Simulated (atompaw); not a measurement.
## An all-electron radial function and its pseudo partner (Se (Z = 34))

Columns: radius, all-electron u(r) and pseudo u(r) of the 4s shell (level -21.91 eV) of selenium in the configuration [Ar] 3d10 4s2 4p3.5; PBEsol, scalar-relativistic, PAW (atompaw) scheme, atompaw 4.2.0.5.

| r (bohr) | all-electron | pseudo |
| --- | --- | --- |
| 0.063 | 0.0382 | 0.0554 |
| 0.127 | 0.2534 | 0.1114 |
| 0.190 | 0.1477 | 0.1661 |
| 0.254 | -0.0805 | 0.2211 |
| 0.317 | -0.2754 | 0.2744 |
| 0.381 | -0.3866 | 0.3274 |
| 0.444 | -0.4080 | 0.3784 |
| 0.508 | -0.3590 | 0.4286 |
| 0.571 | -0.2638 | 0.4763 |
| 0.635 | -0.1397 | 0.5228 |
| 0.698 | -0.0061 | 0.5664 |
| 0.762 | 0.1303 | 0.6083 |
| 0.825 | 0.2581 | 0.6469 |
| 0.888 | 0.3750 | 0.6827 |
| 0.952 | 0.4801 | 0.7160 |
| 1.015 | 0.5694 | 0.7454 |
| 1.079 | 0.6455 | 0.7719 |
| 1.142 | 0.7065 | 0.7943 |
| 1.206 | 0.7555 | 0.8132 |
| 1.269 | 0.7920 | 0.8279 |
| 1.333 | 0.8183 | 0.8388 |
| 1.396 | 0.8348 | 0.8453 |
| 1.460 | 0.8432 | 0.8476 |
| 1.523 | 0.8443 | 0.8457 |
| 1.587 | 0.8392 | 0.8394 |
| 1.650 | 0.8290 | 0.8290 |

Question: How many radial nodes do the two functions have?

Answer: The all-electron 4s function has n − l − 1 = 3 (the table is too coarse to show those close to the nucleus); the pseudo-wave has 0, since the states of the same l below it are removed with the core.

Question: Is the pseudo-wave norm-conserving?

Answer: No, it belongs to a PAW set: the norm inside the radius is not constrained, and the difference is carried by the augmentation charge.
